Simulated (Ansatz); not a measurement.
The inner images of a band of F4H2NTa + H2 (10 atoms, charge 0, multiplicity 1) are given out of order.

Computed with RKS PBE0/def2-SVP (Ansatz).

First end point:

```xyz
10
Properties=species:S:1:pos:R:3
Ta 0.069 0.363 0.011
N 2.013 0.446 0.089
H 2.535 0.624 0.943
H 2.616 0.290 -0.715
F 0.089 0.728 1.861
F 0.269 -0.014 -1.826
F -0.848 1.953 -0.354
F -0.774 -1.287 0.302
H 1.151 -3.035 0.761
H 1.910 -3.049 0.804
```

Last end point:

```xyz
10
Properties=species:S:1:pos:R:3
Ta -0.112 -0.358 0.150
N 2.221 -0.165 0.226
H 2.492 0.517 0.937
H 2.569 0.188 -0.667
F -0.004 -0.079 2.013
F 0.183 -0.823 -1.655
F 0.321 1.466 -0.197
F -1.941 -0.741 0.134
H 0.591 -1.945 0.508
H 2.707 -1.039 0.428
```

Task: Put them in order from the first end to the last, with their energies above the first end.
A.
```xyz
10
Properties=species:S:1:pos:R:3
Ta -0.110 -0.318 0.137
N 2.214 -0.136 0.229
H 2.599 0.422 0.993
H 2.683 0.126 -0.639
F 0.131 0.024 1.975
F 0.326 -0.615 -1.673
F -0.059 1.562 -0.189
F -1.836 -1.012 0.167
H 0.638 -1.922 0.458
H 2.443 -1.112 0.417
```
B.
```xyz
10
Properties=species:S:1:pos:R:3
Ta 0.087 -0.133 0.118
N 2.195 0.015 0.217
H 2.697 0.264 1.066
H 2.791 0.027 -0.607
F 0.321 0.106 1.968
F 0.531 -0.410 -1.688
F -0.822 1.484 -0.162
F -1.449 -1.204 0.179
H 0.926 -1.893 0.415
H 1.752 -1.236 0.370
```
C.
```xyz
10
Properties=species:S:1:pos:R:3
Ta -0.044 -0.268 0.131
N 2.232 -0.104 0.232
H 2.676 0.327 1.042
H 2.766 0.074 -0.618
F 0.260 0.092 1.954
F 0.461 -0.449 -1.673
F -0.552 1.553 -0.168
F -1.669 -1.154 0.173
H 0.711 -1.925 0.420
H 2.187 -1.127 0.383
```
D.
```xyz
10
Properties=species:S:1:pos:R:3
Ta 0.150 0.085 0.073
N 2.101 0.396 0.123
H 2.628 0.528 0.983
H 2.720 0.217 -0.664
F 0.270 0.197 1.950
F 0.473 -0.489 -1.692
F -0.708 1.693 -0.277
F -1.147 -1.283 0.258
H 0.953 -2.372 0.582
H 1.591 -1.953 0.539
```
E.
```xyz
10
Properties=species:S:1:pos:R:3
Ta 0.155 -0.013 0.102
N 2.139 0.293 0.160
H 2.674 0.371 1.024
H 2.760 0.110 -0.626
F 0.311 0.086 1.976
F 0.508 -0.492 -1.684
F -0.770 1.567 -0.196
F -1.286 -1.244 0.218
H 0.959 -2.071 0.472
H 1.579 -1.588 0.429
```
F.
```xyz
10
Properties=species:S:1:pos:R:3
Ta 0.068 0.296 0.024
N 2.016 0.354 0.116
H 2.534 0.519 0.975
H 2.622 0.181 -0.681
F 0.100 0.630 1.880
F 0.296 -0.122 -1.801
F -0.787 1.915 -0.352
F -0.884 -1.298 0.299
H 1.195 -2.904 0.726
H 1.868 -2.553 0.690
```
G.
```xyz
10
Properties=species:S:1:pos:R:3
Ta 0.104 0.194 0.044
N 2.054 0.380 0.118
H 2.573 0.537 0.978
H 2.667 0.208 -0.675
F 0.181 0.410 1.915
F 0.390 -0.319 -1.748
F -0.745 1.809 -0.326
F -0.999 -1.314 0.281
H 1.080 -2.644 0.666
H 1.724 -2.242 0.623
```

Result: F (+1.0 kJ/mol), G (+6.4 kJ/mol), D (+13.4 kJ/mol), E (+32.1 kJ/mol), B (+90.7 kJ/mol), C (+32.5 kJ/mol), A (-5.1 kJ/mol).

Time of the run: 15 min on 4 threads of AMD EPYC 7571 (shared host), peak memory 0.36 GiB.
